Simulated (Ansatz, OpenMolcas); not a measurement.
# How methods differ on C2H5GeN (SMILES C1=[N][GeH2][CH2]1)

C2H5GeN: 9 atoms, total charge 0, spin state singlet. SMILES: `C1=[N][GeH2][CH2]1`. Geometry: relaxed at PBE0-D4/def2-TZVP.

```xyz
9

C    -0.1868   -0.5497   -1.0751
N     1.0359   -0.1825   -1.1415
Ge    0.9039    0.5606    0.6130
C    -0.8854   -0.1971    0.2185
H    -0.6756   -1.0795   -1.9034
H     1.0565    2.0891    0.6841
H     1.7760   -0.1270    1.6767
H    -1.7205    0.4974    0.1070
H    -1.2156   -1.0577    0.8037
```

Quantity: the electronic atomisation energy, in eV. The values are calculated. Electronic energies at fixed atoms, without zero-point motion or spin-orbit coupling.

| level | kind | program | value (eV) |
| --- | --- | --- | --- |
| HF/def2-SVP | Hartree–Fock | OpenMolcas | 23.46 |
| SVWN5/def2-SVP | LDA | OpenMolcas | 39.20 |
| PBE/def2-SVP | GGA | OpenMolcas | 34.59 |
| M06-L/def2-SVP | meta-GGA | OpenMolcas | 34.07 |
| BHLYP/def2-SVP | global hybrid | OpenMolcas | 32.42 |
| CAM-B3LYP/def2-SVP | range-separated hybrid | Ansatz | 33.74 |
| RPA@PBE0/def2-SVP | RPA | Ansatz | 31.06 |
| CCSD/def2-SVP | coupled cluster or CI | Ansatz | 31.26 |

All-electron rows without a relativistic Hamiltonian named are non-relativistic. The values span 23.46 to 39.20 eV. In the correlated wave-function rows the outer d shell of Ge is correlated, in sets not made for it.
